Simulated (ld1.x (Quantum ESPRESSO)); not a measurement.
**Ranking TM semilocal potentials for Se**

All share these settings but for the change named:

selenium, norm-conserving Troullier–Martins (semilocal form), made with ld1.x (Quantum ESPRESSO) 7.5 (PBE, scalar-relativistic). Core [Ar] 3d10, reference 4s2 4p3.5 (charge +0.5). Waves: 4p (bound): rc 1.65 bohr; 4s (bound): rc 1.10 bohr. Local part: the s channel. Core correction: none.

Test errors are all-electron minus pseudo excitation energies from the reference, over 4s2 4p4; 4s2 4p3; 4s2 4p2; 4s2 4p4.3; 4s2 4p0; 4s1 4p5; 4s1 4p4. None of these files shows a bound ghost.

The base gives 86.6 meV.

Of 8 variants that were run, those that failed, showed a ghost or another fault, or gave nearly equal values are left out.

(1) Rank these variants by their largest absolute test error, smallest first.
A. all radii scaled by about 1.19 (s 1.30, p 1.96 bohr)
B. core correction a·sin(br)/r model core inside 0.72 bohr
C. functional PW91
D. functional LDA (PZ)

## Answers

(1) A (43.0 meV), B (73.8 meV), C (148.9 meV), D (315.6 meV).
